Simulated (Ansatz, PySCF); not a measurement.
This Ansatz (a quantum-chemistry and plane-wave program) input computes a PBE/def2-TZVPD energy:

Ansatz 0.2 input:
```yaml
crystal:
  periodic: [false, false, false]
  atoms:
    - {symbol: B, position_ang: [0.24454535, -0.52683718, 0.06224231]}
    - {symbol: Cl, position_ang: [-0.23552032, 1.31956228, -0.23972029]}
    - {symbol: N, position_ang: [1.49416912, -0.93194273, -0.24027199]}
    - {symbol: N, position_ang: [-0.93335844, -1.19481569, 0.64533443]}
    - {symbol: H, position_ang: [1.64199446, -1.92166954, -0.04501064]}
    - {symbol: H, position_ang: [-0.95278310, -2.19846509, 0.53688278]}
    - {symbol: H, position_ang: [-1.83376751, -0.79092928, 0.43672423]}
basis:
  gaussian:
    orbitals: def2-TZVPD
hamiltonian:
  xc: {name: PBE}
total_charge: -1
output: {forces: true}
```

Task: Write an input for the same energy in PySCF and say what it gives.

Result: 
```python
from pyscf import gto, scf, dft

mol = gto.M(
    atom='''
    B     0.24454535   -0.52683718    0.06224231
    Cl   -0.23552032    1.31956228   -0.23972029
    N     1.49416912   -0.93194273   -0.24027199
    N    -0.93335844   -1.19481569    0.64533443
    H     1.64199446   -1.92166954   -0.04501064
    H    -0.95278310   -2.19846509    0.53688278
    H    -1.83376751   -0.79092928    0.43672423
    ''',
    basis='def2-tzvpd',
    charge=-1,
    spin=0,
    verbose=4,
)

mf = dft.RKS(mol, xc='pbe').density_fit(auxbasis='def2-universal-jkfit')
mf.grids.level = 3
mf.conv_tol = 1e-9
mf.max_cycle = 100
mf.max_memory = 1500
mf.kernel()
if not mf.converged:
    mf = mf.newton()
    mf.kernel(mf.make_rdm1())
mf.analyze()
```
It gives -596.20193 Eh, and Ansatz -596.20187 Eh, a difference of 0.06 mEh, from the treatment of integrals and grids.

It need not be the lowest isomer of its formula. Whether it binds its extra electron was not tested at this geometry.
